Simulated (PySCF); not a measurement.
r2SCAN on Co⁻ (cobalt, charge -1), [Ar] 3d8 4s2, high-spin 3F determinant. Calculation: PySCF 2.14, in dyall-av2z (16s12p7d2f, 101 functions); no relativity, point nucleus.

```
cycle= 1 E= -1382.72120096657  delta_E= -0.00572  |g|= 0.385  |ddm|= 0.547
cycle= 2 E= -1382.50970236206  delta_E= 0.211  |g|= 1.15  |ddm|= 0.526
cycle= 3 E= -1382.74991083179  delta_E= -0.24  |g|= 0.0972  |ddm|= 0.357
cycle= 4 E= -1382.75218723069  delta_E= -0.00228  |g|= 0.0199  |ddm|= 0.0689
cycle= 5 E= -1382.75232229866  delta_E= -0.000135  |g|= 0.0037  |ddm|= 0.0236
cycle= 6 E= -1382.75233044301  delta_E= -8.14e-06  |g|= 0.000397  |ddm|= 0.00842
cycle= 7 E= -1382.75233298248  delta_E= -2.54e-06  |g|= 0.000181  |ddm|= 0.0118
cycle= 8 E= -1382.75233314852  delta_E= -1.66e-07  |g|= 1.36e-05  |ddm|= 0.00376
cycle= 9 E= -1382.75233314925  delta_E= -7.27e-10  |g|= 2.77e-06  |ddm|= 0.000241
converged SCF energy = -1382.75233314925  <S^2> = 2.0263382  2S+1 = 3.0175077
```

Highest occupied orbital energy: 2.008 eV; ⟨L²⟩ = 12.04; populations by l: s 8.00, p 12.00, d 8.00, f 0.00.

(1) Can this result be used?

Answers

(1) With care. The calculation finished and met its thresholds. At r2SCAN the highest occupied level has a positive energy, so only the finite basis holds that electron; in a semilocal or global hybrid functional this comes from self-interaction and does not mean that the real anion is unbound.
